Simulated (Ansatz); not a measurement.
`COCBC=N` and `COCBF` differ in one atom or group.

Ansatz, PBE0-D4/def2-TZVP geometries, multiplicity 1. Each molecule was computed in one conformer, which needn't be the lowest.

| property | `COCBC=N` |
| --- | --- |
| LUMO energy (B3LYP/def2-TZVPP) / eV | -2.43 |
| LUMO energy (ωB97M-V/def2-TZVPP) / eV | -0.08 |
| LUMO energy (PBE0/def2-TZVPP) / eV | -2.21 |
| HOMO energy (B3LYP/def2-TZVPP) / eV | -7.20 |
| HOMO–LUMO gap (PBE0/def2-TZVPP) / eV | 5.20 |
| HOMO–LUMO gap (B3LYP/def2-TZVPP) / eV | 4.77 |

Problem. What does the change do to each property? (An estimate is asked.)

Solution. Ansatz gave: 
| property | `COCBF` | shift |
| --- | --- | --- |
| LUMO energy (B3LYP/def2-TZVPP) / eV | -1.03 | 1.40 |
| LUMO energy (ωB97M-V/def2-TZVPP) / eV | 1.22 | 1.30 |
| LUMO energy (PBE0/def2-TZVPP) / eV | -0.76 | 1.45 |
| HOMO energy (B3LYP/def2-TZVPP) / eV | -7.11 | 0.09 |
| HOMO–LUMO gap (PBE0/def2-TZVPP) / eV | 6.57 | 1.37 |
| HOMO–LUMO gap (B3LYP/def2-TZVPP) / eV | 6.09 | 1.32 |

With PBE0 the HOMO rises by 0.08 eV and the LUMO rises by 1.45 eV, so the gap widens by about 1.37 eV. PBE moves the HOMO by 0.16 eV and ωB97M-V by 0.07 eV.

B3LYP here is the variant with VWN-RPA as its local correlation; programs differ in this.
